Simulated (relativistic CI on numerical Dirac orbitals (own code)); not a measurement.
# Ni²⁺ in a cubic cluster: 2p photoemission with charge transfer

Computed with a charge-transfer multiplet model of a cubic metal-ligand cluster with up to 2 ligand holes, Slater and spin-orbit integrals from Dirac-Coulomb-Breit ions, Slater integrals scaled by 0.8. The ground state mixes d8 with configurations of k ligand holes L, whose averages lie at kΔ + k(k − 1)U_dd/2; a core hole lowers each added d electron by U_cd. 20 K, Lorentzian 0.6 eV and Gaussian 0.8 eV FWHM.

Atomic integrals in eV (Slater integrals scaled, ζ unscaled), ground: F2dd 9.736, F4dd 6.042, zeta_d 0.080; with the core hole: F2dd 11.178, F4dd 6.982, zeta_d 0.114, zeta_core 11.406, F2cd 6.704, G1cd 5.115, G3cd 2.909.

Cluster parameters (eV): U_dd = 7.5, U_cd = 9.1, 10Dq = 1.45, 10Dq(ligand) = 0.7, V(eg) = 1.45, V(t2g) = -0.78, final-state hopping factor = 1.

| Case | n_d | d8 | d9L | d10L2 | S |
| --- | --- | --- | --- | --- | --- |
| Δ = 2.3 eV | 8.17 | 0.83 | 0.16 | 0.00 | 1.00 |
| Δ = 3.3 eV | 8.13 | 0.88 | 0.12 | 0.00 | 1.00 |
| Δ = 4.3 eV | 8.10 | 0.91 | 0.09 | 0.00 | 1.00 |
| Δ = 5.3 eV | 8.07 | 0.93 | 0.07 | 0.00 | 1.00 |
| Δ = 6.3 eV | 8.06 | 0.94 | 0.06 | 0.00 | 1.00 |

Weights, n_d and S are thermal averages at 20 K. Binding energies count from the first peak over 30 % of the highest in each spectrum, which can be another peak from case to case. The parameters are a model scan and need not match a compound or its usual spin state. Peaks in eV (height, largest 100):
- Δ = 2.3 eV: 0.0 (100), 4.7 (68), 6.9 (61), 7.7 (58), 17.4 (46), 21.9 (34), 25.2 (43)
- Δ = 3.3 eV: 0.0 (100), 4.9 (95), 6.9 (48), 17.4 (45), 22.2 (43), 24.7 (38)
- Δ = 4.3 eV: 0.0 (100), 4.7 (92), 17.6 (45), 22.5 (55), 24.5 (25)
- Δ = 5.3 eV: 0.0 (100), 4.1 (75), 17.6 (45), 22.2 (46), 24.8 (8)
- Δ = 6.3 eV: 0.0 (100), 3.8 (67), 17.7 (46), 22.0 (34)

For the case Δ = 3.3 eV, Δ = 3.3 eV is smaller than U_dd = 7.5 eV, the charge-transfer side of the Zaanen-Sawatzky-Allen scheme. With the core hole the configuration with one ligand hole lies at Δ − U_cd = -6.8, -5.8, -4.8, -3.8, -2.8 eV from the one without, in the order of the table; where this is negative the screened configuration lies lower.
